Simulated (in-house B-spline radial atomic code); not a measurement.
Configurations of Ar V (Ar4+), with energies counted from [Ne] 3s2 3p2. Method: Dirac-Hartree-Fock, average of configuration, Fermi nucleus of rms radius 3.4274 fm. Calculated with a B-spline radial code for spherical atoms. Energies include first-order Breit, QED and recoil terms.

Occupations are held fixed; configurations that lie above the ionisation limit could autoionise.

```
   configuration  E - E(ref) (eV)  highest orbital  its <r> (bohr)
[Ne] 3s2 3p1 3d1           24.579            3d5/2           1.511
[Ne] 3s1 3p2 3d1           39.964            3d5/2           1.498
[Ne] 3s2 3p1 4d1           48.077            4d5/2            3.54
[Ne] 3s2 3p1 4f1           51.193            4f7/2           3.477
[Ne] 3s2 3p1 5d1            57.51            5d5/2           6.079
[Ne] 3s2 3p1 5f1           58.963            5f7/2           6.132
[Ne] 3s2 3p1 7s1            63.53            7s1/2           11.02
[Ne] 3s1 3p2 6d1           78.347            6d5/2           9.197
[Ne] 3s1 3p2 7f1            81.72            7f7/2           13.24
```

(1) Order these further configurations by energy, lowest first.
A. [Ne] 3s2 3p1 6s1
B. [Ne] 3s1 3p2 6g1
C. [Ne] 3s2 3p1 7g1
D. [Ne] 3s2 3p1 5g1
E. [Ne] 3s1 3p2 7d1

(2) How far above the reference does [Ne] 3s2 3p1 7f1 lie?

(3) How far above the reference does [Ne] 3s2 3p1 6f1 lie?

(4) How far above the reference does [Ne] 3s1 3p2 5g1 lie?

Answers

(1) D (59.195 eV), A (59.474 eV), C (65.861 eV), B (79.313 eV), E (81.225 eV).

(2) 65.766 eV; its least bound orbital is 7f7/2 with <r> = 13.26 bohr.

(3) 63.207 eV; its least bound orbital is 6f7/2 with <r> = 9.394 bohr.

(4) 75.156 eV; its least bound orbital is 5g9/2 with <r> = 5.487 bohr.
